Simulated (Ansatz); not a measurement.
A nudged elastic band was laid between two geometries of C$_{3}$H$_{7}$BFN (13 atoms, charge 0, multiplicity 1).

The calculation used Ansatz 0.2.0, RKS PBE0-D4/6-31G.

- movable images: 5
- climbing image: yes
- spring: 5.0 eV/Å²
- optimiser: quadratic models (default)
- start path: IDPP
- force threshold: 0.03 eV/Å
- iteration limit: 60
- end points: relaxed

First end point:

```xyz
13
Properties=species:S:1:pos:R:3
N 1.254 -2.199 0.510
C 0.587 -0.940 0.866
B -0.011 -0.038 -0.271
C -0.698 1.304 0.031
C -1.192 2.017 -0.987
F -1.824 3.228 -0.816
H 2.096 -2.074 -0.038
H 0.640 -2.878 0.078
H -0.215 -1.169 1.590
H 1.289 -0.338 1.470
H 0.055 -0.390 -1.422
H -0.803 1.705 1.038
H -1.157 1.737 -2.034
```

Last end point:

```xyz
13
Properties=species:S:1:pos:R:3
N 1.256 -2.197 0.512
C 0.588 -0.932 0.850
B -0.005 -0.041 -0.299
C -0.704 1.295 0.035
C -1.244 2.116 -0.872
F -1.229 1.843 -2.223
H 2.098 -2.075 -0.037
H 0.642 -2.876 0.081
H -0.215 -1.151 1.578
H 1.289 -0.321 1.448
H 0.080 -0.393 -1.443
H -0.789 1.636 1.068
H -1.744 3.061 -0.686
```

(1) What changes between the two ends?

(2) Give the energies along the band, and the barrier.

(3) What is the geometry of the highest image?

## Answers

(1) No bond is made or broken. The dihedral B3–C4–C5–F6 goes from 180 to 0°.

(2) The forces met the threshold. The highest image is number 3 of 0 to 6, 54.4 kcal/mol above the first end and 52.3 kcal/mol above the last; the last end lies 2.1 kcal/mol above the first. Neighbouring images differ by up to 2.0 eV, so the band resolves the path poorly. A vibrational analysis at the climbing image gives one clearly imaginary mode, 801i cm⁻¹: a first-order saddle point. Limits of this set-up: no polarisation functions.

```json
{"image": "0", "path coordinate (Å)": "0.00", "energy (kcal/mol)": "0.0", "dihedral B3–C4–C5–F6 (°)": "180"}
{"image": "1", "path coordinate (Å)": "1.45", "energy (kcal/mol)": "0.7", "dihedral B3–C4–C5–F6 (°)": "-180"}
{"image": "2", "path coordinate (Å)": "2.90", "energy (kcal/mol)": "8.4", "dihedral B3–C4–C5–F6 (°)": "-148"}
{"image": "3", "path coordinate (Å)": "4.36", "energy (kcal/mol)": "54.4", "dihedral B3–C4–C5–F6 (°)": "-88"}
{"image": "4", "path coordinate (Å)": "5.44", "energy (kcal/mol)": "18.1", "dihedral B3–C4–C5–F6 (°)": "-45"}
{"image": "5", "path coordinate (Å)": "6.53", "energy (kcal/mol)": "2.7", "dihedral B3–C4–C5–F6 (°)": "-3"}
{"image": "6", "path coordinate (Å)": "7.61", "energy (kcal/mol)": "2.1", "dihedral B3–C4–C5–F6 (°)": "0"}
```

(3) 
```xyz
13
Properties=species:S:1:pos:R:3:forces:R:3
N 1.554 -1.668 0.433 0.00 0.00 0.00
C 0.336 -1.028 0.898 0.00 0.00 0.00
B -0.335 -0.023 -0.189 0.00 0.00 0.00
C -0.681 1.353 0.260 0.00 0.00 0.00
C -1.157 1.748 -0.948 0.00 -0.01 0.00
F -0.351 2.298 -1.950 0.00 0.00 0.00
H 2.347 -1.052 0.312 0.00 0.00 0.00
H 1.442 -2.309 -0.340 0.00 0.00 0.00
H -0.401 -1.807 1.137 0.00 0.00 0.00
H 0.547 -0.492 1.829 0.00 0.00 0.00
H -0.538 -0.480 -1.286 0.00 0.00 0.00
H -0.591 1.773 1.246 0.00 0.00 0.00
H -2.152 1.653 -1.386 0.00 0.00 0.00
```

Run time: 9.9 min on 1 thread of Arm Neoverse V2, on a shared host, peak memory 0.16 GiB.
